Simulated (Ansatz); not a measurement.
Abridged output of a molecular run in Ansatz:

```
Functional definition: HF
2155 factors; integrals over basis functions are off by at most 9.1e-4 eV
mean field evaluation 1: about -10865.5245 eV, gradient 4.7e1 eV
mean field evaluation 2: about -10865.6039 eV, gradient 4.7e1 eV
mean field evaluation 4: about -10869.0603 eV, gradient 2.5e0 eV
mean field evaluation 8: about -10869.0835 eV, gradient 1.2e-1 eV
mean field -10869.08356454 eV, -399.4314536674 hartree, gradient 2.7e-6 eV, S^2 0.000000; 0 other end points of the search recorded, 0 dependent functions left out
5 core orbitals not correlated: weight in the atoms' cores, before any rotation towards them, 1.000 or more for the frozen orbitals, at most 0.000 for the correlated occupied ones
reference -10869.08356454 eV, -399.4314536674 hartree; 16, 16 occupied and 324, 324 virtual orbitals, 2155 factors
second order -32.73459901 eV of doubles, -0.00000000 eV of singles
cycle   1  -32.03009882 eV  change    7.0e-1 eV  update   9.6e-2
cycle   2  -32.58248382 eV  change   -5.5e-1 eV  update   2.6e-2
cycle   3  -32.69899401 eV  change   -1.2e-1 eV  update   1.2e-2
cycle   4  -32.67767739 eV  change    2.1e-2 eV  update   2.2e-3
cycle   5  -32.67545168 eV  change    2.2e-3 eV  update   9.3e-4
cycle   6  -32.67643679 eV  change   -9.9e-4 eV  update   2.6e-4
cycle   7  -32.67639111 eV  change    4.6e-5 eV  update   9.1e-5
cycle   8  -32.67631457 eV  change    7.7e-5 eV  update   2.7e-5
cycle   9  -32.67631007 eV  change    4.5e-6 eV  update   8.9e-6
perturbative correction -1.04666991 eV, -0.0384644099 hartree
Total energy: -10902.80654452 eV, -400.6707503234 hartree
```

Its atoms:

Z-matrix (Å, degrees):
```
B
F 1 1.337
F 1 1.352 2 116.6
O 1 1.774 2 102.7 3 108.3
F 1 1.352 2 116.7 3 -143.6
H 4 0.965 1 108.4 2 -119.5
H 4 0.965 1 108.1 2 124.0
```

Which basis set was used?
A. def2-TZVPPD
B. def2-QZVPP
C. def2-SVP
D. cc-pV(D+d)Z

B. It gives 345 functions.

Write the keys of the input that set method, charge and spin (a neutral closed shell needs none for the last two).


```yaml
correlation: {method: ccsd_t}
```
